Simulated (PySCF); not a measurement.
Isomers of C8H12F2O, mass 162.086 u with the commonest isotopes. Theory: PBE0/pcSseg-1 in PySCF (dipole) on a GFN2-xTB geometry, gas phase. One conformer each, none proved a minimum here; rigid rotors.

**Question.** Order these by rotational constant C, largest first.
A. `[CH3:1][CH:2]([CH3:3])[C@H:4]1[CH2:5][C@:6]([F:7])([C:8](=[O:9])[F:10])[CH2:11]1` with C1–C2–C4–C5 -170°, C5–C6–C8–O9 -65°, C2–C4–C5–C6 133°, C4–C5–C6–F7 -130°, C5–C6–C11–C4 12°, C2–C4–C11–C6 -133°
B. `[CH3:1][O:2][C@@H:3]1[C@@H:4]2[CH2:5][C@@H:6]([F:7])[CH2:8][C@@:9]1([F:10])[CH2:11]2` with C1–O2–C3–C4 -86°
C. `[CH3:1]/[C:2]([C:3](=[O:4])[F:5])=[C:6](/[F:7])[C:8]([CH3:9])([CH3:10])[CH3:11]` with C1–C2–C3–O4 -13°

**Answer.** B (803.6 MHz), C (611.1 MHz), A (555.6 MHz).

**Question.** Order these by radius of gyration √(Σ m r²/M), largest first.
A. `[CH3:1]/[C:2]([C:3](=[O:4])[F:5])=[C:6](/[F:7])[C:8]([CH3:9])([CH3:10])[CH3:11]` with C1–C2–C3–O4 -13°
B. `[CH3:1][CH:2]([CH3:3])[C@H:4]1[CH2:5][C@:6]([F:7])([C:8](=[O:9])[F:10])[CH2:11]1` with C1–C2–C4–C5 -170°, C5–C6–C8–O9 -65°, C2–C4–C5–C6 133°, C4–C5–C6–F7 -130°, C5–C6–C11–C4 12°, C2–C4–C11–C6 -133°
C. `[CH3:1][O:2][C@@H:3]1[C@@H:4]2[CH2:5][C@@H:6]([F:7])[CH2:8][C@@:9]1([F:10])[CH2:11]2` with C1–O2–C3–C4 -86°

**Answer.** B (2.490 Å), A (2.339 Å), C (2.123 Å).

**Question.** Order these by rotational constant B, smallest first.
A. `[CH3:1][O:2][C@@H:3]1[C@@H:4]2[CH2:5][C@@H:6]([F:7])[CH2:8][C@@:9]1([F:10])[CH2:11]2` with C1–O2–C3–C4 -86°
B. `[CH3:1][CH:2]([CH3:3])[C@H:4]1[CH2:5][C@:6]([F:7])([C:8](=[O:9])[F:10])[CH2:11]1` with C1–C2–C4–C5 -170°, C5–C6–C8–O9 -65°, C2–C4–C5–C6 133°, C4–C5–C6–F7 -130°, C5–C6–C11–C4 12°, C2–C4–C11–C6 -133°
C. `[CH3:1]/[C:2]([C:3](=[O:4])[F:5])=[C:6](/[F:7])[C:8]([CH3:9])([CH3:10])[CH3:11]` with C1–C2–C3–O4 -13°

**Answer.** B (575.4 MHz), C (749.6 MHz), A (1011 MHz).

```tsv
SMILES	point group	Ia (u·Å²)	Ib (u·Å²)	Ic (u·Å²)	κ	μa (D)	μb (D)	μc (D)
CO[C@@H]1[C@@H]2C[C@@H](F)C[C@@]1(F)C2	C1	331.94	499.87	628.86	-0.42	2.10	2.19	0.94
C/C(C(=O)F)=C(/F)C(C)(C)C	C1	272.07	674.22	826.94	-0.78	4.81	1.62	0.23
CC(C)[C@H]1C[C@](F)(C(=O)F)C1	C1	222.35	878.30	909.63	-0.98	3.18	0.66	0.06
```
